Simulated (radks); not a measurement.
Results of a calculation; reference values are marked as such.
Dipole-allowed excitations along the series with 11 electrons in [Ne] 3s1. Code: a radial shooting solver on a logarithmic mesh with Libxc functionals. Model: scalar-relativistic Kohn-Sham, PBE, spin-polarised, spherical densities, finite nucleus; open shells are filled with parallel spins first; Fermi nuclear charge, rms radius of each element as measured or else 0.836 A^(1/3) + 0.57 fm. Time-dependent linear response with the Hartree and adiabatic LDA kernel, continuum included through the Sternheimer equations, no spin-orbit coupling, so fine structure and intercombination lines are absent. Lines are the poles of the dipole polarisability below minus the highest occupied eigenvalue, found on a grid refined at the orbital gaps; the lowest seven at most are given, and weak or close lines can be missed. The first line takes the name of the lowest orbital gap if no other gap lies below it; otherwise a line is named after a gap within 0.6 % of it, if that gap stands alone.

[
 {"species": "Ti11+", "-e(HOMO) (eV)": "281.25", "lowest orbital gap (eV)": "3s-3p 25.991", "first line (eV)": "27.762 (3s-3p)", "f": "0.439", "static alpha (bohr^3)": "0.4438"},
 {"species": "V12+", "-e(HOMO) (eV)": "325.37", "lowest orbital gap (eV)": "3s-3p 28.259", "first line (eV)": "30.170 (3s-3p)", "f": "0.419", "static alpha (bohr^3)": "0.3583"},
 {"species": "Cr13+", "-e(HOMO) (eV)": "372.61", "lowest orbital gap (eV)": "3s-3p 30.569", "first line (eV)": "32.622 (3s-3p)", "f": "0.401", "static alpha (bohr^3)": "0.2932"},
 {"species": "Mn14+", "-e(HOMO) (eV)": "422.97", "lowest orbital gap (eV)": "3s-3p 32.929", "first line (eV)": "35.122 (3s-3p)", "f": "0.385", "static alpha (bohr^3)": "0.2426"},
 {"species": "Fe15+", "-e(HOMO) (eV)": "476.47", "lowest orbital gap (eV)": "3s-3p 35.343", "first line (eV)": "37.677 (3s-3p)", "f": "0.370", "static alpha (bohr^3)": "0.2028"},
 {"species": "Co16+", "-e(HOMO) (eV)": "533.12", "lowest orbital gap (eV)": "3s-3p 37.817", "first line (eV)": "40.293 (3s-3p)", "f": "0.357", "static alpha (bohr^3)": "0.1710"}
]
